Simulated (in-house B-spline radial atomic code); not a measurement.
Whole-atom quantities along the 21-electron series, configuration 1s2 2s2 2p6 3s2 3p6 3d3/2(3). Breit and QED terms are first order and not part of the total energy; the density at the nucleus is averaged over the nuclear charge. Computed with an all-electron radial atomic-structure program (B-spline basis): Dirac-Hartree-Fock, jj configuration that fills j = l - 1/2 first, finite nuclei.

```
  ion   Z  E/Z² (Eh)  Σ<r²> (bohr²)  n(0)/Z³ (bohr⁻³)  Lamb diamagnetic shielding (ppm)  repulsion over attraction  Breit energy (eV)  self-energy (eV)  vacuum polarisation (eV)
La36+  57    -2.3162        0.91332            1.8005                           5238.27                   0.070242             175.16            144.72                   -20.498
Ce37+  58    -2.3257        0.87359            1.8574                           5353.33                   0.069031             185.48            154.05                   -22.138
Pr38+  59    -2.3351         0.8363            1.9176                           5469.41                   0.067855             196.22            163.83                   -23.887
Nd39+  60          ?              ?                 ?                                 ?                          ?                  ?                 ?                         ?
Pm40+  61    -2.3536        0.76826            2.0427                           5704.76                   0.065601                219            184.83                   -27.736
Sm41+  62          ?              ?                 ?                                 ?                          ?                  ?                 ?                         ?
Eu42+  63    -2.3719        0.70784            2.1711                           5944.61                   0.063469             243.58            207.87                   -32.095
Gd43+  64    -2.3809        0.68013            2.2426                           6066.35                   0.062445             256.57             220.2                   -34.488
```

Fill in the row of Nd39+.

E/Z² (Eh): -2.3444; Σ<r²> (bohr²): 0.80125; n(0)/Z³ (bohr⁻³): 1.9801; Lamb diamagnetic shielding (ppm): 5586.55; repulsion over attraction: 0.066712; Breit energy (eV): 207.39; self-energy (eV): 174.09; vacuum polarisation (eV): -25.751.

Fill in the row of Sm41+.

E/Z² (Eh): -2.3628; Σ<r²> (bohr²): 0.73717; n(0)/Z³ (bohr⁻³): 2.1011; Lamb diamagnetic shielding (ppm): 5824.09; repulsion over attraction: 0.06452; Breit energy (eV): 231.06; self-energy (eV): 196.08; vacuum polarisation (eV): -29.845.

With what power of Z does the column «Σ<r²> (bohr²)» change over this range?

A fit of the logarithm of its size against log Z from Z = 57 to 64 has slope -2.54. Unscreened non-relativistic hydrogenic orbitals would give -2.
